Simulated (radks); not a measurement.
Values are calculated unless marked as measured or tabulated.
Ionisation of Se+, [Ar] 3d10 4s2 4p3, to Se2+, [Ar] 3d10 4s2 4p2, under several functionals. Dirac Kohn-Sham, spin-unpolarised, spherical densities, point nucleus; open shells fill j = l - 1/2 first; a radial shooting solver on a logarithmic mesh with Libxc functionals.

functional                          E(Se+) (hartree)  Exc (hartree)  IE (eV)  -e(HOMO) (eV)  <r> HOMO (bohr)  IE error (eV)
exchange-only PBE                        -2428.13309      -85.98431   19.141         14.244            2.165         -2.055
B86b exchange with PBE correlation       -2430.15445      -88.04625   20.136         15.214            2.134         -1.060
BLYP                                     -2430.16044      -88.04549   19.996         15.058            2.142         -1.200
revPBE                                   -2429.89875      -87.78745   20.064         15.152            2.135         -1.132
PBE                                      -2429.72860      -87.61267   20.110         15.192            2.136         -1.086
exchange-only LDA                        -2423.53234      -81.31132   19.011         14.106            2.154         -2.185

NIST Atomic Spectra Database: 21.20 eV (measured). Closest: B86b exchange with PBE correlation. The Delta-SCF values span 1.12 eV, the total energies 6.63 hartree. The highest occupied level is 4p3/2. Spin polarisation and multiplet splitting are left out, so open shells lie too high by an amount that depends on their filling.

Beside tabulated values, note that spin-unpolarised runs miss the spin-polarisation part of the exchange energy of open shells.
